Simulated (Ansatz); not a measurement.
One change: `NC(=O)[SiH2]F` becomes `NC(=O)C=O`.

Ansatz, PBE0-D4/def2-TZVP geometries, multiplicity 1. Each molecule was computed in one conformer, which needn't be the lowest.

```json
{"property": "HOMO energy (ωB97M-V/def2-TZVPP) / eV", "`NC(=O)[SiH2]F`": "-9.70"}
{"property": "size of the dipole moment (ωB97M-V/def2-TZVPP) / D", "`NC(=O)[SiH2]F`": "2.58"}
{"property": "HOMO energy (PBE/def2-TZVPP) / eV", "`NC(=O)[SiH2]F`": "-5.84"}
{"property": "HOMO–LUMO gap (PBE/def2-TZVPP) / eV", "`NC(=O)[SiH2]F`": "4.39"}
{"property": "size of the dipole moment (B3LYP/def2-TZVPP) / D", "`NC(=O)[SiH2]F`": "2.55"}
{"property": "size of the dipole moment (PBE/def2-TZVPP) / D", "`NC(=O)[SiH2]F`": "2.53"}
```

Task: What does the change do to each property? (An estimate is asked.)

Result: The calculation gave: 
| property | `NC(=O)C=O` | shift |
| --- | --- | --- |
| HOMO energy (ωB97M-V/def2-TZVPP) / eV | -10.00 | -0.30 |
| size of the dipole moment (ωB97M-V/def2-TZVPP) / D | 2.11 | -0.47 |
| HOMO energy (PBE/def2-TZVPP) / eV | -5.94 | -0.10 |
| HOMO–LUMO gap (PBE/def2-TZVPP) / eV | 2.57 | -1.82 |
| size of the dipole moment (B3LYP/def2-TZVPP) / D | 2.14 | -0.41 |
| size of the dipole moment (PBE/def2-TZVPP) / D | 2.20 | -0.33 |

With PBE0 the HOMO falls by 0.24 eV and the LUMO falls by 1.88 eV, so the gap narrows by about 1.64 eV. PBE moves the HOMO by -0.10 eV and ωB97M-V by -0.30 eV. The zero-point energy changes by -1.5 kJ/mol with -3 modes. Dipoles are sizes alone; their direction can turn.

B3LYP here is the variant with VWN-RPA as its local correlation; programs differ in this.
